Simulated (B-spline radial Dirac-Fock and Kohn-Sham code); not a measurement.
Z = 55 (cesium), transition energy 54.1 keV. Calculated with a radial atomic solver, using a Dirac-Hartree-Slater potential of the neutral atom with a Latter tail (no hole, which puts coefficients of high multipoles low close above an edge), finite nucleus with surface currents. Subshells that would emit electrons below 1 keV are left out.

Task: A pure transition shows α(K) = 109, L1/L2 = 0.00766 and L1/L3 = 0.00651. What is its multipolarity?
A. E4
B. M3
C. M4
D. M2
E. E1
F. E3
G. M1
H. E2

Result: A. For comparison, α(K), L1/L2, L1/L3 are E1 1.00, 4.20, 2.90; E2 6.23, 0.145, 0.112; E3 27.0, 0.0100, 0.00825; M1 4.59, 12.4, 54.2; M2 70.3, 9.31, 3.62; M3 494, 6.58, 0.679; M4 2850, 4.98, 0.287.
